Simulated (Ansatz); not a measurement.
Reaction (ligand exchange at the Al–O bond): `[AlH2][O][SiH3]` + `C[SeH]` → `C[Se][AlH2]` + silanol

Gas-phase electronic energies from Ansatz, PBE0-D4/def2-TZVP geometries. CCSD(T)/CBS is the MP2 limit (def2-TZVPP, def2-QZVPP) plus CCSD(T) − MP2 in def2-TZVPP, frozen cores. Functionals use def2-TZVPP. B3LYP here is the variant with VWN-RPA as its local correlation; programs differ in this. HSE06 is defined as in plane-wave codes. For Se outer-core shells are correlated without core-valence functions, which leaves a few kJ/mol of doubt a bond. Scalar relativity is left out up to krypton.

| level | ΔE (kJ/mol) | difference from CCSD(T)/CBS |
| --- | --- | --- |
| LDA (SPW92) | 28.9 | -10.3 |
| PBE-D4 | 27.7 | -11.5 |
| revPBE-D4 | 28.5 | -10.7 |
| PBE0-D4 | 30.9 | -8.3 |
| B3LYP-D4 | 45.7 | 6.5 |
| r2SCANh-D4 | 38.5 | -0.7 |
| r2SCAN0-D4 | 38.7 | -0.5 |
| HSE06-D4 | 30.2 | -9.0 |
| BHLYP-D4 | 49.4 | 10.2 |
| CAM-B3LYP-D4 | 52.0 | 12.8 |
| ωB97X-V | 43.8 | 4.6 |
| ωB97M-V | 42.5 | 3.3 |
| B2PLYP | 46.8 | 7.6 |
| PBE-QIDH | 36.7 | -2.5 |
| PBE | 28.6 | -10.6 |
| revPBE | 29.2 | -10.0 |
| BLYP | 46.1 | 6.9 |
| r2SCAN | 38.5 | -0.7 |
| PBE0 | 31.7 | -7.5 |
| B3LYP | 47.3 | 8.1 |
| r2SCAN0 | 38.8 | -0.4 |
| HSE06 | 31.0 | -8.2 |
| BHLYP | 51.5 | 12.3 |
| CAM-B3LYP | 52.8 | 13.6 |
| LC-ωPBE | 42.0 | 2.8 |
| RPA@PBE/def2-TZVPP | 46.7 | 7.5 |
| MP2/def2-SVP | 49.6 | 10.4 |
| CCSD/def2-SVP | 53.4 | 14.2 |
| CCSD(T)/def2-SVP | 50.7 | 11.5 |
| HF/def2-TZVPP | 56.6 | 17.4 |
| MP2/def2-TZVPP | 42.0 | 2.8 |
| SCS-MP2/def2-TZVPP | 48.1 | 8.9 |
| CCSD/def2-TZVPP | 46.9 | 7.7 |
| CCSD(T)/def2-TZVPP | 43.4 | 4.2 |
| HF/def2-QZVPP | 59.4 | 20.2 |
| MP2/def2-QZVPP | 40.5 | 1.3 |
| SCS-MP2/def2-QZVPP | 46.7 | 7.5 |
| HF/CBS(def2) | 59.7 | 20.5 |
| MP2/CBS(def2) | 37.8 | -1.4 |
| CCSD/CBS(def2) | 42.7 | 3.5 |
| CCSD(T)/CBS | 39.2 | 0 |

Largest T1 diagnostic among the species: 0.012.

From BLYP to BHLYP (50 % exact exchange), in def2-TZVPP and without D4, ΔE moves by +5.4 kJ/mol. Leaving LDA and LC-ωPBE aside and taking each functional with its dispersion term where it has one, the values spread over 24.2 kJ/mol, from PBE-D4 to CAM-B3LYP-D4.
